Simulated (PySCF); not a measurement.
# How the method changes the shape and vibrations of AlBFH2O cation

These are calculations, not measurements. The program is PySCF 2.14.0, an open-source quantum chemistry code, run on an isolated molecule that a program drew, which may never have been made. The molecule is AlBFH2O cation (charge +1, singlet), drawn as the SMILES string `O[BH][Al+][F]`.

The geometry was optimised and harmonic frequencies were computed with HF and MP2, all in the cc-pV(D+d)Z basis, for the commonest isotopes, with a restricted reference for singlets and an unrestricted one otherwise, and a frozen core in MP2. Each result is a local minimum of its method.

Geometry at the HF minimum:
```xyz
6
AlBFH2O cation, angstrom
O     1.3960   -1.3471   -3.1059
B     1.8486   -1.6502   -1.9177
Al    2.9857    0.0712   -1.0507
F     3.8048    1.3153   -0.4269
H     0.8931   -2.0113   -3.5719
H     1.7551   -2.6372   -1.2670
```

Lengths of the bonds as drawn, in Å (atoms numbered as above):
| bond | HF | MP2 |
|---|---|---|
| O1-B2 | 1.307 | 1.328 |
| B2-Al3 | 2.238 | 2.209 |
| Al3-F4 | 1.615 | 1.639 |
| O1-H5 | 0.955 | 0.977 |
| B2-H6 | 1.186 | 1.196 |

Rotational constants, in GHz:
| constant | HF | MP2 |
|---|---|---|
| A | 40.37 | 39.47 |
| B | 2.237 | 2.24 |
| C | 2.12 | 2.12 |

Harmonic frequencies in cm^-1, each column in rising order, so a row needn't be the same motion in every method:
| rank | HF | MP2 |
|---|---|---|
| 1 | 102 | 93 |
| 2 | 136 | 127 |
| 3 | 264 | 258 |
| 4 | 451 | 456 |
| 5 | 612 | 604 |
| 6 | 902 | 871 |
| 7 | 955 | 918 |
| 8 | 981 | 940 |
| 9 | 1187 | 1128 |
| 10 | 1456 | ? |
| 11 | 2835 | 2754 |
| 12 | 4036 | 3737 |

**Estimate the missing MP2 frequency from the HF column.**

A single factor s that minimises the squared misfit of MP2 against s times HF over the other rows is sum(HF x MP2) / sum(HF^2) = 0.9445, with an rms misfit of 36 cm^-1. For rank 10 it gives 0.9445 x 1456 = 1375 cm^-1. The calculation gives 1395 cm^-1, 20 cm^-1 above the estimate. The drawn bonds are on average 1.0 % longer in MP2 than in HF.
